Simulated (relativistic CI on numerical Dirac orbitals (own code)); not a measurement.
# Energy levels of Ir LXXVII

Method of calculation: Dirac equation for one electron, model QED (radiative potential, 1s self-energy scaled to tabulated hydrogen-like ionisation energies) (own radial code, finite nucleus).

Configuration list: 1s, 2s, 2p, 3s, 3p, 3d, 4s, 4p, 4d, 4f, 5s, 5p, 5d, 5f, 5g, 6s, 6p, 6d. Levels of other configurations are missing.

The lowest level is 1s ²S1/2, with 100 % of that term; Hund's rules for 1s give ²S with J = 1/2, in agreement.

```tsv
No.	Configuration	Term	J	E (eV)	%	Landé g	Lifetime (s)
1	1s	²S	1/2	0.0	100	1.773	
2	2p	²P°	1/2	65545.0	100	0.607	4.38e-17
3	2s	²S	1/2	65573.7	100	1.943	
4	2p	²P°	3/2	67537.2	100	1.291	4.93e-17
5	3p	²P°	1/2	78312.2	100	0.640	1.55e-16
6	3s	²S	1/2	78320.7	100	1.977	2.41e-15
7	3d	²D	3/2	78904.4	100	0.780	3.76e-16
8	3p	²P°	3/2	78905.8	100	1.315	1.57e-16
9	3d	²D	5/2	79071.1	100	1.182	4.26e-16
10	4p	²P°	1/2	82694.5	100	0.652	3.73e-16
11	4s	²S	1/2	82698.0	100	1.988	3.66e-15
12	4d	²D	3/2	82942.3	100	0.789	8.54e-16
13	4p	²P°	3/2	82942.9	100	1.323	3.64e-16
14	4f	²F°	5/2	83012.9	100	0.847	1.94e-15
15	4d	²D	5/2	83013.1	100	1.190	9.73e-16
16	4f	²F°	7/2	83047.0	100	1.133	2.02e-15
17	5p	²P°	1/2	84687.0	100	0.657	7.33e-16
18	5s	²S	1/2	84688.8	100	1.993	5.90e-15
19	5d	²D	3/2	84812.9	100	0.793	1.63e-15
20	5p	²P°	3/2	84813.1	100	1.327	7.02e-16
21	5f	²F°	5/2	84849.0	100	0.850	3.70e-15
22	5d	²D	5/2	84849.1	100	1.194	1.86e-15
23	5g	²G	7/2	84866.5	100	0.882	6.47e-15
24	5f	²F°	7/2	84866.6	100	1.137	3.86e-15
25	5g	²G	9/2	84876.9	100	1.105	6.58e-15
26	6p	²P°	1/2	85754.8	100	0.660	1.27e-15
27	6s	²S	1/2	85755.8	100	1.996	9.19e-15
28	6d	²D	3/2	85827.1	100	0.795	2.77e-15
29	6p	²P°	3/2	85827.3	100	1.329	1.20e-15
30	6d	²D	5/2	85848.1	100	1.196	3.17e-15
```

Energies count from the lowest computed level; ° marks odd parity; lifetimes are radiative, by E1, M1, E2, M2 decay to levels of this space only; some are left blank where a channel outside the calculation adds to the decay or the decay crosses a small, uncertain gap.
